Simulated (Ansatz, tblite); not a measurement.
Cost and result up the ladder for Mg2S2⁺ (the lowest doublet isomer of a short search) (4 atoms). The state is a doublet with charge 1. Geometry: PBE0-D4/def2-TZVP.

| atom | x (Å) | y (Å) | z (Å) |
| --- | --- | --- | --- |
| Mg1 | -0.107 | 1.311 | 1.475 |
| Mg2 | -0.681 | -1.414 | -1.200 |
| S3 | 0.745 | -0.726 | 0.579 |
| S4 | 0.043 | 0.829 | -0.854 |

Ansatz on 4 threads of Arm Neoverse V2 on a shared host; xTB runs through tblite on one thread. Times are rough, summed over both states, and most runs start from the orbitals of an earlier one. B2PLYP/def2-TZVP serves as the yardstick here, not as an exact answer. The other state is a quartet at its own geometry.

The xTB rows come from tblite. B3LYP takes the VWN-RPA correlation. Correlated methods freeze 12 core orbitals; core or outer-core shells of Mg are correlated, in sets that lack core-valence functions. The structure comes from a short search, and lower isomers may exist.

xTB has no spin-polarisation term.

```
                          level  functions  wall time
                       GFN1-xTB         26    0.006 s
                       GFN2-xTB         36    0.012 s
                  MP2/def2-TZVP        138      2.8 s
               PBE-D4/def2-TZVP        138      2.8 s
             B3LYP-D4/def2-TZVP        138      4.4 s
PBE0-D4/def2-TZVP (with forces)        138      4.4 s
              RPA@PBE/def2-TZVP        138      4.6 s
               B2PLYP/def2-TZVP        138      5.5 s
            r2SCAN-D4/def2-TZVP        138      7.7 s
           r2SCAN0-D4/def2-TZVP        138      8.7 s
              ωB97X-V/def2-TZVP        138       23 s
              ωB97M-V/def2-TZVP        138       26 s
             CCSD(T)/def2-TZVPP        148       83 s
```

(1) Estimate what each level gives for the quartet − doublet (eV).

Results:

(1) 
| level | quartet − doublet (eV) | difference from B2PLYP/def2-TZVP (eV) | remarks |
| --- | --- | --- | --- |
| GFN1-xTB | 0.37 | -0.56 | – |
| GFN2-xTB | 0.35 | -0.58 | – |
| MP2/def2-TZVP | 0.77 | -0.17 | – |
| PBE-D4/def2-TZVP | 1.05 | 0.11 | – |
| B3LYP-D4/def2-TZVP | 0.96 | 0.02 | – |
| PBE0-D4/def2-TZVP (with forces) | 0.94 | 0.01 | – |
| RPA@PBE/def2-TZVP | 0.97 | 0.03 | – |
| B2PLYP/def2-TZVP | 0.94 | 0.00 | – |
| r2SCAN-D4/def2-TZVP | 0.99 | 0.06 | – |
| r2SCAN0-D4/def2-TZVP | 0.88 | -0.05 | – |
| ωB97X-V/def2-TZVP | 0.81 | -0.13 | – |
| ωB97M-V/def2-TZVP | 0.92 | -0.02 | – |
| CCSD(T)/def2-TZVPP | 0.88 | -0.06 | large T1 (doublet) |
